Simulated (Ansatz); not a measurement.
The same ligand exchange along the group B, Al, Ga, In.

Isolated molecules relaxed with PBE0-D4/def2-TZVP in Ansatz; ΔE leaves out vibrations. CCSD(T)/CBS adds triple-zeta CCSD(T) − MP2 to the extrapolated MP2 energy (def2 sets, frozen cores). This one scheme is used for every species. Functionals use def2-TZVPP. def2 core potentials past Kr. For Ga, In outer-core shells are correlated without core-valence functions, which leaves a few kJ/mol of doubt a bond. Scalar relativity is left out up to krypton. Each species was taken in one conformer, which may not be the lowest.

| reaction | CCSD(T)/CBS(def2) (eV) |
| --- | --- |
| `B[SiH2]N` + H–F → `B[SiH2]F` + NH₃ | ? |
| `N[SiH2][AlH2]` + H–F → `F[SiH2][AlH2]` + NH₃ | -0.84 |
| `N[SiH2][GaH2]` + H–F → `F[SiH2][GaH2]` + NH₃ | -0.83 |
| `N[SiH2][InH2]` + H–F → `F[SiH2][InH2]` + NH₃ | -0.82 |

**Question.** Fill in the missing values. (Estimate.)

**Answer.** Computed: `B[SiH2]N` + H–F → `B[SiH2]F` + NH₃: -0.87 eV.

Largest T1 diagnostic: 0.014, for `F[SiH2][InH2]`.
